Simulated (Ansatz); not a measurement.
Cost and result up the ladder for SnH2Me(SiH3) (CH₈SiSn) (11 atoms). Total charge 0; singlet. Geometry: r2SCAN-D4/def2-SVP.

```xyz
11

Sn    0.897   -0.024    0.247
H     1.777    1.271    0.959
H     1.873   -1.436    0.349
C     0.550    0.432   -1.838
H     1.512    0.595   -2.345
H    -0.060    1.342   -1.932
H     0.027   -0.403   -2.326
Si   -1.305   -0.389    1.526
H    -2.129    0.860    1.523
H    -1.033   -0.769    2.946
H    -2.108   -1.480    0.892
```

Ansatz on 4 threads of Intel Xeon on a shared host. Times are rough, and most runs start from the orbitals of an earlier one. ωB97X-V/def2-TZVP serves as the yardstick here, not as an exact answer. Differences are given only for rows in sets of like size (and for xTB, whose basis is part of the method), since another set adds its own error. Binding counts from free atoms at the same level (Sn triplet, H doublet, C triplet, Si triplet; other spins of the atoms weren't run), without zero-point energy or a counterpoise term.

In the def2 sets Sn takes a core potential; there is no spin–orbit coupling. HSE06 is defined as in plane-wave codes, on full-range PBE exchange. Correlated methods freeze 10 core orbitals; core or outer-core shells of Sn are correlated, in sets that lack core-valence functions.

Correlated methods converge slowly with the basis.

```
                            level  functions  wall time  binding energy per atom (eV)  difference from ωB97X-V/def2-TZVP (eV)
            LDA (SPW92)/def2-TZVP        166      1.9 s                          3.40                                    0.31
                 PBE-D4/def2-TZVP        166      2.2 s                          3.04                                   -0.05
                PBE0-D4/def2-TZVP        166      3.7 s                          3.03                                   -0.05
                 PBE0-D4/def2-SVP         98      3.7 s                          3.03                                       –
               HSE06-D4/def2-TZVP        166      4.8 s                          3.03                                   -0.05
                    MP2/def2-TZVP        166      4.8 s                          2.90                                   -0.19
             r2SCAN0-D4/def2-TZVP        166      5.5 s                          3.04                                   -0.05
r2SCAN-D4/def2-TZVP (with forces)        166        6 s                          3.06                                   -0.03
               PBE0-D4/def2-TZVPD        208      7.5 s                          3.03                                   -0.05
                PBE-D4/def2-TZVPD        208      7.5 s                          3.04                                   -0.05
             r2SCAN-D4/def2-TZVPD        208        8 s                          3.06                                   -0.03
                 B97M-V/def2-TZVP        166       11 s                          3.09                                    0.00
                ωB97X-V/def2-TZVP        166       11 s                          3.09                                    0.00
               CCSD(T)/def2-TZVPP        235    5.7 min                          3.02                                   -0.07
```
